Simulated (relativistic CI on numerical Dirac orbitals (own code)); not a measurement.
One change at a time: La III

Base calculation: Dirac-Coulomb-Breit CI, separate exchange-only KLI orbitals for each configuration, model QED (radiative potential, 1s self-energy scaled to tabulated hydrogen-like ionisation energies), valence Slater integrals scaled by 0.85, P86 correlation energy added to each configuration.

Configurations in the expansion (outside the closed core [Kr] 4d10 5s2): 5p6.5d, 5p6.4f, 5p6.6s, 5p6.6p, 5p6.5f, 5p6.5g, 5p6.7s, 5p6.6d, 5p6.7p, 5p6.8s, 5p6.7d, 5p5.5d2, 5p6.6f, 5p6.8p. Double excitations out of closed p, d and f shells are left out; levels of such configurations are missing from the list, as are those of other unlisted configurations, and high levels can miss mixing partners.

The lowest level and the first level of each name with at least 55 % of one term (blank where a level has no safe partner in the second run):

```tsv
Level	Base (cm⁻¹)	Shift (cm⁻¹)
5p6.5d 2D_3/2	0.0	0.0
5p6.5d 2D_5/2	1280.7	0.0
5p6.4f 2F°_5/2	10680.1	+288.9
5p6.4f 2F°_7/2	12087.9	+277.9
5p6.6s 2S_1/2	15428.6	0.0
5p6.6p 2P°_1/2	42410.4	+63.3
5p6.6p 2P°_3/2	45190.5	+40.5
5p6.6d 2D_3/2	81302.1	0.0
5p6.7s 2S_1/2	81532.5	0.0
5p6.6d 2D_5/2	81713.2	0.0
5p6.5f 2F°_5/2	91535.5	+95.3
5p6.5f 2F°_7/2	91631.5	+90.7
5p6.7p 2P°_1/2	92455.6	+25.6
5p6.7p 2P°_3/2	93555.4	+17.5
5p6.8s 2S_1/2	109016.7	0.0
5p6.7d 2D_3/2	109525.6	0.0
5p6.7d 2D_5/2	109720.7	0.0
5p6.6f 2F°_5/2	114117.8	+74.0
5p6.6f 2F°_7/2	114174.1	+69.7
5p6.8p 2P°_1/2	114523.3	+14.1
5p6.8p 2P°_3/2	115083.4	+9.9
5p6.5g 2G_9/2	115142.0	0.0
```

For a near-neutral ion this model can misplace configurations by up to about 10,000 cm⁻¹ (more where the count of f electrons changes) and terms by 10 to 25 % of their spread. Rates follow the energies as ν³ (E1, M1) or ν⁵ (E2), so they and the lifetimes can be off by large factors. The fine structure of a lone outer electron comes out too small, for d and f at times inverted, and misplaced configurations move strength between like terms. 14 of the 31 excited levels that our extract of the measured tables holds in this range could be paired (the sources list more); they are missed by 897 cm⁻¹ on average and 1837 at most, and levels without a partner can miss by more.

Question: One thing was changed in a second run, which moved the levels as shown. Which?
A. QED terms removed
B. no correlation estimate
C. Breit term removed
D. valence Slater integrals scaled by 0.75
E. configuration mixing switched off

Answer: D. Valence Slater integrals scaled by 0.75. Scaling acts on the splittings between terms and on the mixing, and leaves the fine structure of pure LS terms nearly alone; in jj coupling it moves the levels of one term differently.
